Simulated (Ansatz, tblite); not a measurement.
Removing and adding an electron: (OH)3Si-NH-SiH3 (Si₂NO₃H₇). Total charge 0; singlet. Geometry: PBE0-D4/def2-SVP. Ansatz, gas phase; energy differences of separate SCF runs; the oxidised species was run as a doublet alone; the reduced species was run as a doublet alone.

```xyz
13

Si   -0.733    0.508    0.547
O    -1.633   -0.572   -0.334
O    -1.001    0.101    2.125
O    -1.162    2.095    0.413
N     0.877    0.389   -0.039
Si    1.532   -0.903   -1.006
H    -1.628   -0.461   -1.289
H    -1.137   -0.835    2.300
H    -1.849    2.377    1.023
H     1.499    1.164    0.169
H     0.854   -1.019   -2.337
H     2.978   -0.610   -1.237
H     1.403   -2.233   -0.334
```

The xTB rows come from tblite. LC-ωPBE has ω = 0.4 bohr⁻¹. HOMO above LUMO, or a gap near zero within one spin, warns that the state may not be the lowest or that an electron is smeared out.

```json
{"level": "GFN1-xTB", "−HOMO (eV)": "10.97", "vertical IE (eV)": "14.16", "−LUMO (eV)": "4.76", "vertical EA (eV)": "2.10", "HOMO–LUMO gap (eV)": "6.21", "IE − EA (eV)": "12.05", "remarks": "–"}
{"level": "GFN2-xTB", "−HOMO (eV)": "10.34", "vertical IE (eV)": "13.67", "−LUMO (eV)": "4.73", "vertical EA (eV)": "1.53", "HOMO–LUMO gap (eV)": "5.61", "IE − EA (eV)": "12.14", "remarks": "–"}
{"level": "PBE-D4/def2-TZVP", "−HOMO (eV)": "6.31", "vertical IE (eV)": "9.38", "−LUMO (eV)": "0.80", "vertical EA (eV)": "–", "HOMO–LUMO gap (eV)": "5.52", "IE − EA (eV)": "–", "remarks": "gap within one spin near zero (+1 doublet)"}
{"level": "PBE-D4/def2-TZVPD", "−HOMO (eV)": "6.39", "vertical IE (eV)": "–", "−LUMO (eV)": "1.19", "vertical EA (eV)": "-0.33", "HOMO–LUMO gap (eV)": "5.20", "IE − EA (eV)": "–", "remarks": "HOMO above zero (-1 doublet)"}
{"level": "PBE0-D4/def2-TZVP", "−HOMO (eV)": "7.73", "vertical IE (eV)": "9.75", "−LUMO (eV)": "-0.06", "vertical EA (eV)": "–", "HOMO–LUMO gap (eV)": "7.79", "IE − EA (eV)": "–", "remarks": "–"}
{"level": "PBE0-D4/def2-TZVPD", "−HOMO (eV)": "7.78", "vertical IE (eV)": "–", "−LUMO (eV)": "0.46", "vertical EA (eV)": "-0.55", "HOMO–LUMO gap (eV)": "7.32", "IE − EA (eV)": "–", "remarks": "HOMO above zero (-1 doublet)"}
{"level": "LC-ωPBE/def2-TZVP", "−HOMO (eV)": "10.53", "vertical IE (eV)": "10.10", "−LUMO (eV)": "-2.20", "vertical EA (eV)": "–", "HOMO–LUMO gap (eV)": "12.73", "IE − EA (eV)": "–", "remarks": "–"}
{"level": "LC-ωPBE/def2-TZVPD", "−HOMO (eV)": "10.57", "vertical IE (eV)": "–", "−LUMO (eV)": "-1.11", "vertical EA (eV)": "-0.97", "HOMO–LUMO gap (eV)": "11.68", "IE − EA (eV)": "–", "remarks": "HOMO above zero (-1 doublet)"}
```

   A HOMO above zero means that the electron is unbound at that level or that self-interaction error raises the level; the energy of removing that electron tells which. Raw xTB energy differences between charge states are shifted by several eV; the methods need an empirical correction for them. A negative affinity means that the extra electron isn't bound; its size then hangs on the basis.
